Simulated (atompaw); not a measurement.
## Which change was made? (K, PAW (atompaw))

```
Element                 : K
Generator               : atompaw 4.2.0.5
Type                    : PAW
Functional              : PBE
Relativity              : scalar-relativistic
Frozen core             : [Ne]
Valence charge          : 9
Reference configuration : 3s2 3p6 4s1 4p0
Partial waves           : 3s (bound): rc 2.10 bohr; 4s (bound): rc 2.85 bohr; 3p (bound): rc 2.15 bohr; 4p (bound, empty): rc 2.85 bohr; 3d channel at 0.1 Ry: rc 2.85 bohr; 3d channel at 2.35 Ry: rc 2.85 bohr
Local potential         : troulliermartins scheme with l = 3 at 0 Ry, radius 2.25 bohr
Core correction         : smooth core density matched at 1.80 bohr
Augmentation charge     : sinc compensation charge, radius 2.50 bohr; PAW radius 2.85 bohr; waves and projectors: custom polynom vanderbiltortho
```

Cutoffs, loose and tight: the cutoffs (Ry, on a coarse ladder) from which the occupation-weighted sum of valence levels, in a spherical-Bessel basis at the reference potential, stays within 10 and 1 mRy of its value at 400 Ry. They see the waves, projectors and local potential, not the compensation charge or the core.

The base gives: outcome: generated; cutoff, loose: 15 Ry; cutoff, tight: 30 Ry; bound ghosts: none.

**Question.** After one change the result is: outcome: generated; cutoff, loose: 18 Ry; cutoff, tight: 35 Ry; bound ghosts: none. Which change was it?
A. all radii scaled by about 0.93 (s 1.96, p 2.00, d 2.66 bohr); local potential troulliermartins scheme with l = 3 at 0 Ry, radius 2.10 bohr; augmentation sinc compensation charge, radius 2.32 bohr; PAW radius 2.66 bohr; waves and projectors: custom polynom vanderbiltortho; core correction smooth core density matched at 1.68 bohr
B. all radii scaled by about 1.12 (s 2.36, p 2.42, d 3.20 bohr); local potential troulliermartins scheme with l = 3 at 0 Ry, radius 2.54 bohr; augmentation sinc compensation charge, radius 2.82 bohr; PAW radius 3.20 bohr; waves and projectors: custom polynom vanderbiltortho; core correction smooth core density matched at 2.02 bohr
C. all radii scaled by about 0.84 (s 1.76, p 1.80, d 2.40 bohr); local potential troulliermartins scheme with l = 3 at 0 Ry, radius 1.90 bohr; augmentation sinc compensation charge, radius 2.10 bohr; PAW radius 2.40 bohr; waves and projectors: custom polynom vanderbiltortho; core correction smooth core density matched at 1.52 bohr
D. all radii scaled by about 1.28 (s 2.68, p 2.74, d 3.64 bohr); local potential troulliermartins scheme with l = 3 at 0 Ry, radius 2.88 bohr; augmentation sinc compensation charge, radius 3.20 bohr; PAW radius 3.64 bohr; waves and projectors: custom polynom vanderbiltortho; core correction smooth core density matched at 2.30 bohr

**Answer.** A. The others give: all radii scaled by about 1.28 (s 2.68, p 2.74, d 3.64 bohr); local potential troulliermartins scheme with l = 3 at 0 Ry, radius 2.88 bohr; augmentation sinc compensation charge, radius 3.20 bohr; PAW radius 3.64 bohr; waves and projectors: custom polynom vanderbiltortho; core correction smooth core density matched at 2.30 bohr → outcome: generated; cutoff, loose: 10 Ry; cutoff, tight: 18 Ry; bound ghosts: none | all radii scaled by about 1.12 (s 2.36, p 2.42, d 3.20 bohr); local potential troulliermartins scheme with l = 3 at 0 Ry, radius 2.54 bohr; augmentation sinc compensation charge, radius 2.82 bohr; PAW radius 3.20 bohr; waves and projectors: custom polynom vanderbiltortho; core correction smooth core density matched at 2.02 bohr → outcome: generated; cutoff, loose: 12 Ry; cutoff, tight: 25 Ry; bound ghosts: none | all radii scaled by about 0.84 (s 1.76, p 1.80, d 2.40 bohr); local potential troulliermartins scheme with l = 3 at 0 Ry, radius 1.90 bohr; augmentation sinc compensation charge, radius 2.10 bohr; PAW radius 2.40 bohr; waves and projectors: custom polynom vanderbiltortho; core correction smooth core density matched at 1.52 bohr → outcome: generated; cutoff, loose: 21 Ry; cutoff, tight: 40 Ry; bound ghosts: none.
